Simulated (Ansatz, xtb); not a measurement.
## Two isomers of C4H7NO2

Structure a is `N[C@@H]1CO[C@@H]1C=O`, a singlet and structure b is `N[C@@H]1C[C@H](C=O)O1`, a singlet. Both are isolated molecules in the gas phase, relaxed with B3LYP/def2-SVP; each stands in its lowest conformer found.

**Question.** Estimate which is lower in electronic energy at CCSD(T)/def2-SVP + ΔMP2/def2-TZVPP, and by roughly how much.

**Answer.** The CCSD(T)/def2-SVP + ΔMP2/def2-TZVPP calculation puts structure b lower, by 0.403 eV.

How the difference moves with the method:

```json
{"level": "B3LYP/def2-SVP", "geometry": "B3LYP/def2-SVP", "E(b) − E(a) (eV)": "−0.402", "departure from the last row (eV)": "+0.002", "job, with rough time for the two": "optimisation, 2 min"}
{"level": "HF/def2-SVP", "geometry": "B3LYP/def2-SVP", "E(b) − E(a) (eV)": "−0.381", "departure from the last row (eV)": "+0.023", "job, with rough time for the two": "part of the CCSD(T) run"}
{"level": "MP2/def2-SVP", "geometry": "B3LYP/def2-SVP", "E(b) − E(a) (eV)": "−0.419", "departure from the last row (eV)": "−0.016", "job, with rough time for the two": "part of the CCSD(T) run"}
{"level": "CCSD(T)/def2-SVP", "geometry": "B3LYP/def2-SVP", "E(b) − E(a) (eV)": "−0.398", "departure from the last row (eV)": "+0.005", "job, with rough time for the two": "single point"}
{"level": "CCSD(T)/def2-SVP + ΔMP2/def2-TZVPP", "geometry": "B3LYP/def2-SVP", "E(b) − E(a) (eV)": "−0.403", "departure from the last row (eV)": "", "job, with rough time for the two": "single point, 82 s"}
```

As drawn, both hold the same kinds of bond in the same numbers.

The levels shown agree on the order. The largest departure from CCSD(T)/def2-SVP + ΔMP2/def2-TZVPP is that of HF/def2-SVP, 0.023 eV. Levels run at GFN2-xTB geometries aren't shown. The last row adds to CCSD(T) the change of the MP2 difference between the two basis sets, here −0.005 eV.

With thermal terms from frequencies at re-optimised GFN2-xTB minima (ideal gas, soft modes damped towards free rotors, one conformer each, 298.15 K, 1 atm): on the last row, ΔE + ΔZPE = −0.397, ΔH = −0.397, ΔG = −0.399 eV.

The correlated steps freeze 7 core orbitals. Run with Ansatz 0.2.0, xtb 6.7.1; the last row on 2 threads of Intel(R) Xeon(R) Platinum 8488C (Sapphire Rapids) on a shared host.
